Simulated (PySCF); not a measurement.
# Correlation energy of Bi⁻ (bismuth, charge -1)

[Xe] 4f14 5d10 6s2 6p4, high-spin 3P determinant. Calculation: PySCF 2.14, in def2-QZVPPD with the def2 core potential (60 electrons) (8s6p5d4f1g, 88 functions); a scalar-relativistic core potential. Frozen: nothing; 24 electrons correlated.

MP2 pair energies summed by pair of shells (mhartree):

```csv
pair,energy,share (%)
5d-5d,-286.58,42.1
5p-5d,-84.44,12.4
5d-6s,-74.10,10.9
5d-6p,-72.74,10.7
6p-6p,-36.95,5.4
6s-6p,-36.65,5.4
5p-5p,-31.79,4.7
5s-5d,-17.07,2.5
5s-5p,-11.68,1.7
5p-6s,-8.88,1.3
6s-6s,-8.48,1.2
5p-6p,-6.66,1.0
5s-5s,-2.90,0.4
5s-6s,-0.91,0.1
5s-6p,-0.60,0.1
```

Total MP2 correlation energy: -680.42 mhartree.

Same-spin part -239.88 and opposite-spin part -440.54 mhartree; SCS-MP2 scales them by 1/3 and 6/5 to -608.61 mhartree.

The basis has no tight functions for the innermost shells, so their pair energies are far from complete.

This basis was not built for core-valence correlation, so the inner-shell part is incomplete.

Spin-orbit coupling is strong in this species, so the high-spin LS determinant is a model state.
